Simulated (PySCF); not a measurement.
Radial density of Fe (iron, neutral)

UHF, [Ar] 3d6 4s2, high-spin 5D determinant. Calculation: PySCF 2.14, in cc-pVTZ-DK (7s6p4d2f1g, 68 functions); scalar relativity by spin-free X2C-1e.

```tsv
r (bohr)	4πr²ρ (e/bohr)	4πr²(ρα − ρβ)
0.00104	0.2284	0.0000
0.00175	0.5761	0.0000
0.00294	1.423	0.0001
0.00494	3.388	0.0003
0.00830	7.595	0.0006
0.0140	15.28	0.0011
0.0235	25.51	0.0018
0.0395	31.42	0.0023
0.0665	26.62	0.0053
0.112	26.17	0.0399
0.188	35.00	0.2672
0.316	19.83	1.2746
0.532	14.35	3.2532
0.895	14.16	3.4107
1.51	3.779	1.3781
2.53	1.055	0.2057
4.26	0.3394	-0.0277
7.16	0.02345	-0.0066
12.0	7.984e-05	0.0000
```

Densities and radii are taken from the X2C orbitals without a picture-change correction, which distorts them close to the nucleus.

(1) Where is the radial spin density 4πr²(ρα − ρβ) most negative, and why is it negative at all?

Answers

(1) Around r = 4.26 bohr, down to -0.0277 e/bohr: exchange with the open shell polarises the paired shells in an unrestricted calculation.
